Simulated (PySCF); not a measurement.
C4H4F2, SMILES C1([C@H](F)CC=1)F.

Geometry optimised at PBE-D3(BJ)/def2-SVP. The structure was generated by enumeration; whether it is a known compound was not checked.

Computed with PySCF with PBE/def2-TZVP.

Isolated molecule, no solvent.

Computed frontier levels, gap, dipole moment and polarisability:
```
Item                                                                                                           Result
---------------------------------------------------------------------------------------------  ----------------------
highest occupied level                                                                                       -6.39 eV
lowest empty level                                                                                           -1.24 eV
orbital gap                                                                                                   5.16 eV
dipole moment                                                                                                  2.14 D
quadrupole, principal values (traceless, Buckingham form, about the centre of nuclear charge)   -3.43, 0.25, 3.18 D·Å
mean static polarisability                                                                       47.2 bohr³ (6.99 Å³)
polarisability, principal values                                                               37.1, 49.8, 54.5 bohr³
```
